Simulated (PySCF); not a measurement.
An excited-state job on `[AlH3-][N+]1=CC=CC=C1`.

Method: TDDFT B3LYP/def2-SVPD, vertical, gas phase, core orbitals frozen in the response (PySCF 2.14.0, density-fitted response routines). Geometry: PBE0-D3(BJ)/def2-SVP. A driver script takes a list of jobs; this job's settings line and coordinates (Å) are shown.

Input:
```
{"job": {"kind": "uv", "xc": "B3LYP", "basis": "def2-SVPD", "ip": true}, "charge": 0, "multiplicity": 1}
Al     2.591762    -0.305352    -0.045036
N      0.552009    -0.052844    -0.021129
C     -0.243277    -1.121294     0.114387
C     -1.626333    -1.010422     0.151190
C     -2.198378     0.255994     0.042686
C     -1.366453     1.363063    -0.098971
C      0.009179     1.165264    -0.126448
H      2.831057    -0.923810     1.420221
H      2.743545    -1.335622    -1.270557
H      3.022771     1.226546    -0.288011
H      0.259241    -2.089420     0.193464
H     -2.240658    -1.905129     0.262663
H     -3.283864     0.377492     0.067714
H     -1.771364     2.372288    -0.188226
H      0.716687     1.991617    -0.236025
```

Problem. Give the output.

Solution. 
```
coarse grid: 13080 points
cycle   1  E = -492.2044877843  dE =  7.488e-01  |g| = 2.821e-01  |ddm| = 1.144e+01
cycle   2  E = -492.2141073184  dE = -9.620e-03  |g| = 2.577e-01  |ddm| = 2.521e+00
cycle   3  E = -492.2294622207  dE = -1.535e-02  |g| = 8.593e-02  |ddm| = 7.217e-01
cycle   4  E = -492.2313581280  dE = -1.896e-03  |g| = 2.903e-02  |ddm| = 2.893e-01
cycle   5  E = -492.2315730889  dE = -2.150e-04  |g| = 1.156e-02  |ddm| = 1.072e-01
cycle   6  E = -492.2316011643  dE = -2.808e-05  |g| = 3.284e-03  |ddm| = 2.539e-02
cycle   7  E = -492.2316037343  dE = -2.570e-06  |g| = 4.812e-04  |ddm| = 1.293e-02
final grid: 121904 points
cycle   8  E = -492.3108847711  dE = -3.583e-05  |g| = 4.092e-03  |ddm| = 2.306e-01
cycle   9  E = -492.3108832451  dE =  1.526e-06  |g| = 4.815e-03  |ddm| = 3.447e-02
cycle  10  E = -492.3108893063  dE = -6.061e-06  |g| = 5.900e-04  |ddm| = 1.894e-02
cycle  11  E = -492.3108893653  dE = -5.898e-08  |g| = 3.087e-04  |ddm| = 1.743e-03
cycle  12  E = -492.3108893866  dE = -2.129e-08  |g| = 6.871e-05  |ddm| = 9.116e-04
cycle  13  E = -492.3108893876  dE = -9.973e-10  |g| = 3.197e-05  |ddm| = 2.332e-04
cycle  14  E = -492.3108893879  dE = -2.860e-10  |g| = 5.424e-06  |ddm| = 1.179e-04
converged SCF energy = -492.3108893879

Static polarisability (au): isotropic 97.410, principal 69.090 102.274 120.868

Singlet excitations
state   eV       nm        f      main configurations
  1   3.8379    323.1   0.04063   H->L 0.99
  2   3.9165    316.6   0.00124   H-1->L 1.00
  3   4.4073    281.3   0.00607   H->L+1 0.98
  4   4.5472    272.7   0.00065   H-1->L+1 1.00
  5   5.4284    228.4   0.00311   H-3->L 0.97
  6   5.5176    224.7   0.05193   H-2->L 0.81, H-4->L+1 0.17
  7   6.0327    205.5   0.00028   H-3->L+1 0.96
  8   6.1414    201.9   0.01177   H->L+2 0.90
  9   6.3061    196.6   0.01176   H-1->L+2 0.85
 10   6.3457    195.4   0.01138   H-2->L+1 0.56, H-4->L 0.38

Triplet excitations (Tamm-Dancoff, eV): 3.6242 3.8892 4.2898 4.4024
Vertical ionisation energy (delta-SCF) = 9.4439 eV
Vertical electron affinity (delta-SCF) = 0.3945 eV
```

The SCF starts on a coarse grid where the log names one; the energy can jump when the final grid takes over, and dE then counts from the start density on the new grid. H and L stand for HOMO and LUMO; the number after each pair is its weight.

Problem. Which computed singlet has the largest oscillator strength, and what do all of them sum to?

Solution. State 6 at 5.52 eV (225 nm), f = 0.052; the 10 states sum to 0.139.

Problem. Give S1 in cm⁻¹ and kJ/mol.

Solution. 3.8379 eV × 8065.54 = 30955 cm⁻¹; × 96.485 = 370.3 kJ/mol.

Summary of the converged run: HOMO -6.89 eV, LUMO -2.38 eV; lowest singlet 3.84 eV; lowest triplet 3.62 eV (Tamm–Dancoff); mean polarisability 97.4 au.

The run took 2.5 min on an x86-64 server with one thread, shared host.
Labels such as C1 count atoms from 1, the log's own numbers from 0.
